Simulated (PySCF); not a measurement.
A geometry optimisation on `c1cc[se]c1` (selenophene).

Computed with PBE0-D3(BJ)/def2-SVP geometry optimisation, gas phase (PySCF 2.14.0). Start geometry: GFN2-xTB. The input is one job of a driver script: a line of settings, then coordinates in Å.

Input:
```
{"job": {"xc": "PBE0", "basis": "def2-SVP", "d3": "d3bj", "grid": 1, "maxiter": 30, "shake": 0.01, "kind": "geom"}, "charge": 0, "multiplicity": 1}
C      0.652890    -0.766170    -0.149850
C     -0.780440    -0.586220    -0.176590
C     -1.223140     0.671890     0.099470
Se     0.235690     1.838100     0.439060
C      1.319430     0.382290     0.133320
H      1.109020    -1.677710    -0.360640
H     -1.436910    -1.395840    -0.395880
H     -2.206960     1.018320     0.143620
H      2.388220     0.498190     0.233770
```

Output:
```
step   0  E = -2555.49028053  max force = 0.045454
step   1  E = -2555.49548372  max force = 0.012553
step   2  E = -2555.49566916  max force = 0.003458
step   3  E = -2555.49561008  max force = 0.005160
step   4  E = -2555.49577247  max force = 0.001530
step   5  E = -2555.49576430  max force = 0.002103
step   6  E = -2555.49578059  max force = 0.000233
optimisation converged
```

Energies in Eh; «max force» is the largest Cartesian gradient component in Eh/bohr.

How much energy does the optimisation release, in kJ/mol?

E(step 0) − E(last step) = 0.005500 Eh, which is 14.4 kJ/mol.

Give the first gradient maximum in eV/Å.

With 1 Eh/bohr = 51.422 eV/Å, 2.337 eV/Å.

Summary of the converged run: final energy -2555.49578 Eh after 6 steps; dipole 0.27 D.

Where do the atoms end?

0.028 Å rms from the input after alignment:
```
atom  x, y, z in Å
C1     0.5727   -0.7415    0.0011
C2    -0.8458   -0.5726   -0.0369
C3    -1.2793    0.6776    0.3021
Se4    0.1356    1.7987    0.7221
C5     1.2686    0.3740    0.3721
H6     1.0654   -1.6845   -0.2454
H7    -1.5319   -1.3754   -0.3153
H8    -2.3082    1.0340    0.3420
H9     2.3485    0.4792    0.4704
```

Estimate the wall time. Hardware: an Arm Neoverse V1 with one thread, no GPU, on a shared host. And the peak memory of the process?

About 30 s, with 0.44 GiB resident at the peak, the Python interpreter and its libraries included.
Labels such as C1 count atoms from 1, the log's own numbers from 0.
